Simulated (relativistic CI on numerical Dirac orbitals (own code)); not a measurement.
**Bi38+: sensitivity of the levels to the model**

Base calculation: Dirac-Coulomb-Breit CI, KLI orbitals optimised for each configuration, a model potential for QED, unscaled Slater integrals.

CI space (outside the closed core [Ar] 3d10): 4s2 4p6 4d9, 4s2 4p6 4d8 4f, 4s2 4p5 4d10, 4s 4p6 4d10, 4s2 4p5 4d9 4f, 4s 4p6 4d9 4f, 4s2 4p6 4d8 5s, 4s2 4p6 4d7 4f 5s, 4s2 4p6 4d8 5p, 4s2 4p6 4d8 5d, 4s2 4p5 4d9 5s. Double excitations out of closed p, d and f shells are left out; levels of such configurations are missing from the list, as are those of other unlisted configurations, and high levels can miss mixing partners.

Variants: (1) valence Slater integrals scaled by 0.9; (2) QED terms removed; (3) one mean potential for all configurations. Shifts of the energy above 4s2 4p6 4d9 2D_5/2, in cm⁻¹, for the lowest level and the first level of each name with at least 55 % of one term (blank where a level changes its place among those of its configuration and J or its character, or is not in the variant):

```json
{"Level": "4s2 4p6 4d9 2D_5/2", "Base": "0", "Δ(1)": "0", "Δ(2)": "0", "Δ(3)": "0"}
{"Level": "4s2 4p6 4d9 2D_3/2", "Base": "253944", "Δ(1)": "-297", "Δ(2)": "-605", "Δ(3)": "+12"}
{"Level": "4s2 4p5 4d10 2P°_3/2", "Base": "1869580", "Δ(1)": "+14278", "Δ(2)": "+1434", "Δ(3)": "-898"}
{"Level": "4s2 4p6 4d8 4f 4I°_15/2", "Base": "1983132", "Δ(1)": "+4753", "Δ(2)": "+229", "Δ(3)": "-1257"}
{"Level": "4s2 4p6 4d8 4f 4H°_13/2", "Base": "2002732", "Δ(1)": "+3135", "Δ(2)": "+226", "Δ(3)": "-1249"}
{"Level": "4s2 4p6 4d8 4f 4F°_3/2", "Base": "2131185", "Δ(1)": "", "Δ(2)": "-126", "Δ(3)": "-1282"}
{"Level": "4s2 4p6 4d8 4f 4I°_11/2", "Base": "2180280", "Δ(1)": "+3518", "Δ(2)": "-130", "Δ(3)": "-1271"}
{"Level": "4s2 4p6 4d8 4f 2K°_13/2", "Base": "2202082", "Δ(1)": "+1455", "Δ(2)": "-138", "Δ(3)": "-1272"}
{"Level": "4s2 4p6 4d8 4f 2K°_15/2", "Base": "2265142", "Δ(1)": "+1376", "Δ(2)": "-369", "Δ(3)": "-1296"}
{"Level": "4s2 4p6 4d8 4f 2I°_11/2", "Base": "2285304", "Δ(1)": "-6583", "Δ(2)": "-144", "Δ(3)": "-1243"}
```

At this charge energies of transitions that change n are usually good to better than 1 %, and those within a shell (Δn = 0) to a few per cent.

Ionisation energy from the two ground configurations alone: base 1840.7 eV. The NIST ASD value (theoretical) is 1840 eV.

LS names give the leading component of a level, which can be under half, so a name can repeat, a term be missing and a line seem to break the LS rules.
